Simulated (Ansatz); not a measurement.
A nudged elastic band was laid between two geometries of Cl3Ge2H3 + H2S (11 atoms, charge 0, multiplicity 1).

These are results of RKS PBE/def2-SVP (Ansatz), not measurements.

```json
{
 "movable images": "5",
 "climbing image": "yes",
 "spring": "5.0 eV/Å²",
 "optimiser": "quadratic models (default)",
 "start path": "through a guess of the saddle point",
 "force threshold": "0.05 eV/Å",
 "iteration limit": "60",
 "end points": "relaxed"
}
```

Image 0:

```xyz
11
Properties=species:S:1:pos:R:3
Ge 0.305 -0.082 -0.084
Cl 0.296 -0.054 2.112
Cl 2.406 -0.121 -0.660
Cl -0.474 1.849 -0.719
Ge -0.905 -2.011 -1.010
H -1.517 -2.807 0.164
H -1.972 -1.496 -1.998
H 0.169 -2.859 -1.740
S -3.375 0.090 0.863
H -3.790 -1.013 1.548
H -2.398 0.342 1.782
```

Image 6:

```xyz
11
Properties=species:S:1:pos:R:3
Ge -0.727 0.339 -0.512
Cl -1.294 -2.339 2.656
Cl 1.323 1.066 -0.655
Cl -1.954 1.410 -1.975
Ge -0.805 -2.061 -1.028
H -2.233 -2.571 -0.740
H -0.486 -2.132 -2.542
H 0.268 -2.780 -0.188
S -1.381 1.075 1.540
H -2.703 0.864 1.269
H -1.265 -1.034 2.432
```

(1) What changes between the two ends?

(2) Give the energies along the band, and the barrier.

(3) What is the geometry of the highest image?

(4) What are the harmonic wavenumbers there?

Results:

(1) Bonds broken: Ge1–Cl2, S9–H11. Bonds formed: Ge1–S9, Cl2–H11. Cl3Ge2H3 + H2S becomes Cl2Ge2H4S + ClH.

(2) It converged. The highest image is number 3 of 0 to 6, 92.1 kJ/mol above the first end and 76.6 kJ/mol above the last; the last end lies 15.5 kJ/mol above the first. A vibrational analysis at the climbing image gives one clearly imaginary mode, 200i cm⁻¹: a first-order saddle point. The orbitals stay closed-shell, which can raise the energy where a bond breaks towards radicals; this wasn't checked here.

```json
{"image": "0", "path coordinate (Å)": "0.00", "energy (kJ/mol)": "0.0", "Ge1–Cl2 (Å)": "2.20", "S9–H11 (Å)": "1.36", "Ge1–S9 (Å)": "3.80"}
{"image": "1", "path coordinate (Å)": "2.44", "energy (kJ/mol)": "4.1", "Ge1–Cl2 (Å)": "2.19", "S9–H11 (Å)": "1.36", "Ge1–S9 (Å)": "4.10"}
{"image": "2", "path coordinate (Å)": "4.88", "energy (kJ/mol)": "16.7", "Ge1–Cl2 (Å)": "2.20", "S9–H11 (Å)": "1.36", "Ge1–S9 (Å)": "4.41"}
{"image": "3", "path coordinate (Å)": "7.31", "energy (kJ/mol)": "92.1", "Ge1–Cl2 (Å)": "2.58", "S9–H11 (Å)": "1.46", "Ge1–S9 (Å)": "2.52"}
{"image": "4", "path coordinate (Å)": "8.25", "energy (kJ/mol)": "32.5", "Ge1–Cl2 (Å)": "3.29", "S9–H11 (Å)": "2.02", "Ge1–S9 (Å)": "2.31"}
{"image": "5", "path coordinate (Å)": "9.19", "energy (kJ/mol)": "16.1", "Ge1–Cl2 (Å)": "3.95", "S9–H11 (Å)": "2.25", "Ge1–S9 (Å)": "2.28"}
{"image": "6", "path coordinate (Å)": "10.12", "energy (kJ/mol)": "15.5", "Ge1–Cl2 (Å)": "4.19", "S9–H11 (Å)": "2.29", "Ge1–S9 (Å)": "2.28"}
```

(3) 
```xyz
11
Properties=species:S:1:pos:R:3:forces:R:3
Ge -0.632 -0.102 -0.150 0.00 0.01 -0.04
Cl -0.199 -1.448 2.011 0.00 0.00 0.01
Cl 1.289 0.914 -0.175 0.00 0.00 0.00
Cl -1.863 1.080 -1.633 0.01 -0.01 0.01
Ge -0.906 -2.311 -1.195 0.00 0.00 0.00
H -2.279 -2.829 -0.703 0.00 0.00 0.00
H -0.911 -2.120 -2.733 0.00 0.00 0.00
H 0.249 -3.214 -0.710 0.00 0.00 0.00
S -1.787 1.205 1.673 -0.01 0.04 0.02
H -2.992 0.596 1.481 0.00 -0.01 0.01
H -1.225 0.067 2.393 0.00 -0.02 -0.01
```

(4) 200i, 25, 73, 80, 106, 134, 144, 150, 187, 241, 269, 280, 337, 411, 451, 453, 557, 612, 727, 828, 836, 1073, 1696, 2082, 2109, 2124, 2613 cm⁻¹.

The run took 6.7 min on 4 threads of Arm Neoverse V2 (shared host), peak memory 0.3 GiB.
